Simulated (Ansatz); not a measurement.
C$_{2}$H$_{9}$ClOSi$_{2}$ (`CC[SiH](Cl)O[SiH3]`), 15 atoms. Total charge 0; spin multiplicity 1. All runs use 2 threads of an AMD EPYC 7R13 on a shared host and a share of an NVIDIA H100 80 GB. Correlated methods freeze the cores. Open-shell runs search over several starts.

Problem. How many basis functions does each run have, and how long does it take in Ansatz? UHF-CCSD(T)/def2-TZVPP energy of the cation; RKS PBE0-D4/def2-SVP energy; UKS PBE0-D4/def2-TZVPP energy of the cation; RKS revPBE-D4/def2-TZVPP energy; UKS B3LYP-D4/def2-TZVPP energy of the cation; direct RPA on PBE orbitals/def2-TZVPP energy; RKS r2SCAN-D4/def2-TZVPP energy and forces; RKS ωB97M-V/def2-SVP energy; UKS PBE-D4/def2-TZVPP energy of the cation; RHF-CCSD(T)/def2-SVP energy; RKS PBE0-D4/def2-TZVP frequencies; UKS ωB97M-V/def2-TZVPP energy of the cation. (Best estimate.)

Solution. Ansatz gave: Other jobs shared the machine, so times are rough.

```csv
level,job,functions,wall time,peak host memory (GiB)
RHF-CCSD(T)/def2-SVP,energy,141,2.7 s,0.79
RKS PBE0-D4/def2-SVP,energy,141,3.1 s,0.79
RKS revPBE-D4/def2-TZVPP,energy,345,3.7 s,0.87
RKS r2SCAN-D4/def2-TZVPP,energy and forces,345,4.9 s,0.9
RKS ωB97M-V/def2-SVP,energy,141,6 s,0.87
direct RPA on PBE orbitals/def2-TZVPP,energy,345,6.5 s,1.5
UKS PBE0-D4/def2-TZVPP,energy of the cation,345,9 s,0.94
UKS PBE-D4/def2-TZVPP,energy of the cation,345,11 s,0.95
UKS B3LYP-D4/def2-TZVPP,energy of the cation,345,14 s,0.94
UKS ωB97M-V/def2-TZVPP,energy of the cation,345,26 s,1.2
UHF-CCSD(T)/def2-TZVPP,energy of the cation,345,2.4 min,1.5
RKS PBE0-D4/def2-TZVP,frequencies,258,5.3 min,0.93
```

B3LYP here is the variant with VWN-RPA as its local correlation; programs differ in this.
